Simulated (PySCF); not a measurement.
Ta²⁹⁺: ionisation energy

Ta²⁹⁺ [Kr] 4d8 (3F) → Ta³⁰⁺ [Kr] 4d7 (4F), as a difference of total energies. Computed with PySCF 2.14 in an uncontracted even-tempered set (19 s from 2.3 bohr⁻², ratio 2.5; 14 p from 3 bohr⁻², ratio 2.5; 9 d from 3 bohr⁻², ratio 2.5; 4 f from 16 bohr⁻², ratio 2.7; 3 g from 24 bohr⁻², ratio 2.7), with the spin-free X2C one-electron Hamiltonian (Gaussian nucleus). Correlated levels: outer shells: [Ar] 3d10 frozen; virtual orbitals above 40 to 60 times the deepest correlated orbital energy dropped. The calculations carry no spin-orbit coupling.

```tsv
method	ionisation energy (eV)
UHF	1165.1
LDA	1167.0
PBE	1166.9
PBE0	1167.0
r2SCAN	1167.4
MP2 (outer shells)	1165.7
SCS-MP2 (outer shells)	1165.6
```

Spin-orbit coupling is strong in these open shells (close to jj coupling). The scalar numbers leave it out and a first-order estimate fails, so it can dominate the gap to the real levels.

Breit and QED terms and the two-electron picture change are absent.

For comparison: 1160 ± 4 eV (theoretical estimate listed by NIST; NIST Atomic Spectra Database, ionization energies).
